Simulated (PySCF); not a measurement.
PySCF input file for Si(H)(F)2(Et) (C2H6F2Si), SMILES CC[SiH](F)F, TDA-LC-ωPBE/def2-SVPD. Coordinates come from a PBE0-D3(BJ)/def2-SVP optimisation. The values are those of a single conformer.

```python
import numpy as np
from pyscf import gto, scf, dft, tdscf

mol = gto.M(
    atom='''
    Si    0.63604580   -0.41192731   -0.00000000
    F     1.03005986    0.47793634    1.29378167
    F     1.03005986    0.47793635   -1.29378166
    C    -1.18828073   -0.72993908   -0.00000000
    C    -2.03541730    0.54213915    0.00000000
    H     1.49043212   -1.62320269   -0.00000001
    H    -1.41524525   -1.35745325   -0.88025731
    H    -1.41524525   -1.35745325    0.88025729
    H    -3.11096074    0.31014147   -0.00000000
    H    -1.82625564    1.15944774   -0.88679107
    H    -1.82625565    1.15944772    0.88679107
    ''',
    basis='def2-SVPD',
    charge=0,
    spin=0,
    symmetry=True,
    max_memory=1600,
    verbose=4,
)
mf = dft.RKS(mol, xc='lc_wpbe').density_fit(auxbasis='def2-universal-jkfit')
mf.grids.level = 3
mf.conv_tol = 1e-9
mf.max_cycle = 100
mf.kernel()
mf.grids = dft.Grids(mol).set(level=1).build(with_non0tab=True)  # coarser grid for the response kernel
td = tdscf.TDA(mf)
td.singlet = True
td.nstates = 10
td.conv_tol = 1e-4
td.positive_eig_threshold = 1e-6
td.kernel(x0=td.get_init_guess(mf, 15))
td.analyze()
tt = tdscf.TDA(mf)
tt.singlet = False
tt.nstates = 4
tt.conv_tol = 1e-4
tt.positive_eig_threshold = 1e-6
tt.kernel(x0=tt.get_init_guess(mf, 9))
tt.analyze(verbose=3)
```

Program output:

```
PySCF version 2.14.0

[INPUT] verbose = 4
[INPUT] num. atoms = 11
[INPUT] num. electrons = 50
[INPUT] charge = 0
[INPUT] spin (= nelec alpha-beta = 2S) = 0
[INPUT] symmetry True subgroup None
[INPUT] Mole.unit = angstrom
[INPUT] Symbol           X                Y                Z      unit          X                Y                Z       unit  Magmom
[INPUT]  1 Si     0.636045800000  -0.411927310000   0.000000000000 AA    1.201952364680  -0.778429799129   0.000000000000 Bohr   0.0
[INPUT]  2 F      1.030059860000   0.477936340000   1.293781670000 AA    1.946531027308   0.903168787577   2.444893021282 Bohr   0.0
[INPUT]  3 F      1.030059860000   0.477936350000  -1.293781660000 AA    1.946531027308   0.903168806474  -2.444893002385 Bohr   0.0
[INPUT]  4 C     -1.188280730000  -0.729939080000   0.000000000000 AA   -2.245525138798  -1.379384948817   0.000000000000 Bohr   0.0
[INPUT]  5 C     -2.035417300000   0.542139150000   0.000000000000 AA   -3.846381246202   1.024494514904   0.000000000000 Bohr   0.0
[INPUT]  6 H      1.490432120000  -1.623202690000  -0.000000010000 AA    2.816508514055  -3.067408528757  -0.000000018897 Bohr   0.0
[INPUT]  7 H     -1.415245250000  -1.357453250000  -0.880257310000 AA   -2.674425921592  -2.565214869401  -1.663445235046 Bohr   0.0
[INPUT]  8 H     -1.415245250000  -1.357453250000   0.880257290000 AA   -2.674425921592  -2.565214869401   1.663445197252 Bohr   0.0
[INPUT]  9 H     -3.110960740000   0.310141470000   0.000000000000 AA   -5.878863782874   0.586082438170   0.000000000000 Bohr   0.0
[INPUT] 10 H     -1.826255640000   1.159447740000  -0.886791070000 AA   -3.451122993042   2.191038684346  -1.675792252010 Bohr   0.0
[INPUT] 11 H     -1.826255650000   1.159447720000   0.886791070000 AA   -3.451123011940   2.191038646551   1.675792252010 Bohr   0.0

nuclear repulsion = 250.34980852614
point group symmetry = Cs
symmetry origin: [3.40150700e-09 1.13383573e-09 2.26767131e-09]
symmetry axis x: [ 1.00000000e+00 -4.07342720e-10  2.05077264e-09]
symmetry axis y: [-4.07342712e-10 -1.00000000e+00 -3.76236945e-09]
symmetry axis z: [-2.05077264e-09 -3.76236931e-09  1.00000000e+00]
num. orbitals of irrep A' = 96
num. orbitals of irrep A" = 62
number of shells = 68
number of NR pGTOs = 228
number of NR cGTOs = 158
basis = def2-SVPD
ecp = {}


[settings echo left out]
init E= -568.804670673241
HOMO (A') = -0.340955046236095  LUMO (A') = 0.0262697044443887  gap/eV = 9.99269
cycle= 1 E= -568.521467807433  delta_E= 0.283  |g|= 0.687  |ddm|= 3.81
HOMO (A') = -0.418172822050123  LUMO (A') = 0.0775729528390858  gap/eV = 13.48993
cycle= 2 E= -568.526080298438  delta_E= -0.00461  |g|= 0.753  |ddm|= 1.42
HOMO (A') = -0.434140613826403  LUMO (A') = 0.0789470772869452  gap/eV = 13.96183
cycle= 3 E= -568.611672668402  delta_E= -0.0856  |g|= 0.0418  |ddm|= 0.49
HOMO (A') = -0.430349403425258  LUMO (A') = 0.080698472727097  gap/eV = 13.90632
cycle= 4 E= -568.612129813149  delta_E= -0.000457  |g|= 0.0135  |ddm|= 0.0946
HOMO (A') = -0.429008862713227  LUMO (A') = 0.0811461872654231  gap/eV = 13.88203
cycle= 5 E= -568.612182341883  delta_E= -5.25e-05  |g|= 0.00416  |ddm|= 0.0444
HOMO (A') = -0.42997146896177  LUMO (A') = 0.0809899348119174  gap/eV = 13.90397
cycle= 6 E= -568.612186896016  delta_E= -4.55e-06  |g|= 0.000724  |ddm|= 0.00841
HOMO (A') = -0.429932329948289  LUMO (A') = 0.0810024790143293  gap/eV = 13.90324
cycle= 7 E= -568.612187106368  delta_E= -2.1e-07  |g|= 0.000143  |ddm|= 0.00292
HOMO (A') = -0.429956794547779  LUMO (A') = 0.0809993643400939  gap/eV = 13.90383
cycle= 8 E= -568.612187110584  delta_E= -4.22e-09  |g|= 3.16e-05  |ddm|= 0.000559
HOMO (A') = -0.429954249956272  LUMO (A') = 0.0810000338923622  gap/eV = 13.90377
cycle= 9 E= -568.612187111218  delta_E= -6.35e-10  |g|= 8.09e-06  |ddm|= 0.000109
HOMO (A') = -0.429954424360672  LUMO (A') = 0.0810000437524674  gap/eV = 13.90378
Extra cycle  E= -568.612187111254  delta_E= -3.54e-11  |g|= 4.49e-06  |ddm|= 2.4e-05
converged SCF energy = -568.612187111254
tot grids = 42208
Overwritten attributes  positive_eig_threshold  of <class 'pyscf.tdscf.rks.TDA'>


******** <class 'pyscf.tdscf.rks.TDA'> for <class 'pyscf.df.df_jk.DFSymAdaptedRKS'> ********
nstates = 10 singlet
deg_eia_thresh = 1.000e-03
wfnsym = None
conv_tol = 0.0001
eigh lindep = 1e-12
eigh level_shift = 0
eigh max_cycle = 100


Excitation energies (eV)
[ 8.77118798  8.93548033  9.34499748 10.15658375 10.20544803 10.67355977
 10.68367301 10.83448425 10.85711587 10.96217311]

** Singlet excitation energies and oscillator strengths **
Excited State   1:   A"      8.77119 eV    141.35 nm  f=0.0063
      23 -> 28        0.12401
      25 -> 28        0.65820
Excited State   2:   A'      8.93548 eV    138.75 nm  f=0.0389
      25 -> 26        0.56961
      25 -> 27       -0.26824
      25 -> 30       -0.12865
      25 -> 31        0.17508
      25 -> 35        0.12568
Excited State   3:   A'      9.34500 eV    132.67 nm  f=0.0670
      25 -> 26       -0.32203
      25 -> 27       -0.55581
      25 -> 29        0.18558
      25 -> 30       -0.10090
Excited State   4:   A"     10.15658 eV    122.07 nm  f=0.0002
      24 -> 26        0.63716
      24 -> 29       -0.22799
Excited State   5:   A'     10.20545 eV    121.49 nm  f=0.1060
      23 -> 26        0.29127
      25 -> 27        0.23627
      25 -> 29        0.51883
      25 -> 30       -0.16580
Excited State   6:   A'     10.67356 eV    116.16 nm  f=0.2293
      23 -> 26       -0.19894
      23 -> 27        0.32701
      25 -> 30       -0.33721
      25 -> 31       -0.38062
Excited State   7:   A"     10.68367 eV    116.05 nm  f=0.0240
      23 -> 28        0.23032
      24 -> 27        0.16269
      25 -> 28       -0.13024
      25 -> 32        0.59125
Excited State   8:   A"     10.83448 eV    114.43 nm  f=0.0002
      23 -> 28        0.36292
      24 -> 27        0.42383
      25 -> 32       -0.30139
Excited State   9:   A'     10.85712 eV    114.20 nm  f=0.0556
      23 -> 26        0.14984
      23 -> 27        0.13638
      25 -> 26        0.14188
      25 -> 27       -0.16076
      25 -> 30        0.43835
      25 -> 31       -0.33789
      25 -> 34       -0.21852
Excited State  10:   A'     10.96217 eV    113.10 nm  f=0.1396
      22 -> 26        0.23920
      22 -> 29       -0.13818
      23 -> 26       -0.43760
      23 -> 35       -0.10762
      25 -> 29        0.30788
      25 -> 30        0.22536

** Transition electric dipole moments (AU) **
state          X           Y           Z        Dip. S.      Osc.
  1        -0.0000      0.0000      0.1709      0.0292      0.0063
  2        -0.3960      0.1444     -0.0000      0.1777      0.0389
  3        -0.4764     -0.2558     -0.0000      0.2924      0.0670
  4         0.0000      0.0000      0.0306      0.0009      0.0002
  5        -0.4251      0.4933     -0.0000      0.4240      0.1060
  6        -0.8656      0.3573      0.0000      0.8770      0.2293
  7         0.0000      0.0000     -0.3030      0.0918      0.0240
  8         0.0000      0.0000      0.0295      0.0009      0.0002
  9         0.3078     -0.3379     -0.0000      0.2089      0.0556
 10         0.7168     -0.0773     -0.0000      0.5198      0.1396

** Transition velocity dipole moments (imaginary part, AU) **
state          X           Y           Z        Dip. S.      Osc.
  1        -0.0000      0.0000      0.0619      0.0038      0.0079
  2        -0.0954      0.0175     -0.0000      0.0094      0.0191
  3        -0.1460     -0.0916     -0.0000      0.0297      0.0577
  4         0.0000      0.0000      0.0326      0.0011      0.0019
  5        -0.1289      0.1777     -0.0000      0.0482      0.0857
  6        -0.3504      0.1034      0.0000      0.1335      0.2269
  7         0.0000      0.0000     -0.0922      0.0085      0.0144
  8         0.0000      0.0000     -0.0600      0.0036      0.0060
  9         0.0800     -0.1043     -0.0000      0.0173      0.0289
 10         0.2712     -0.0271     -0.0000      0.0743      0.1229

** Transition magnetic dipole moments (imaginary part, AU) **
state          X           Y           Z
  1         0.4980      1.0166     -0.0000
  2         0.0000      0.0000      0.5839
  3        -0.0000     -0.0000      1.4218
  4        -1.0343     -0.7185      0.0000
  5        -0.0000     -0.0000      1.3146
  6        -0.0000     -0.0000     -1.2641
  7         0.2707      0.4115      0.0000
  8         0.6972      1.1914      0.0000
  9        -0.0000      0.0000     -0.3419
 10        -0.0000     -0.0000     -0.5589


******** <class 'pyscf.tdscf.rks.TDA'> for <class 'pyscf.df.df_jk.DFSymAdaptedRKS'> ********
nstates = 4 triplet
deg_eia_thresh = 1.000e-03
wfnsym = None
conv_tol = 0.0001
eigh lindep = 1e-12
eigh level_shift = 0
eigh max_cycle = 100


Excitation energies (eV)
[8.19244367 8.36062447 8.85373026 9.3330545 ]

** Triplet excitation energies and oscillator strengths **
Excited State   1:   A"      8.19244 eV    151.34 nm  f=0.0000
Excited State   2:   A'      8.36062 eV    148.30 nm  f=0.0000
Excited State   3:   A'      8.85373 eV    140.04 nm  f=0.0000
Excited State   4:   A'      9.33305 eV    132.84 nm  f=0.0000
```

The calculation finished and met its thresholds.
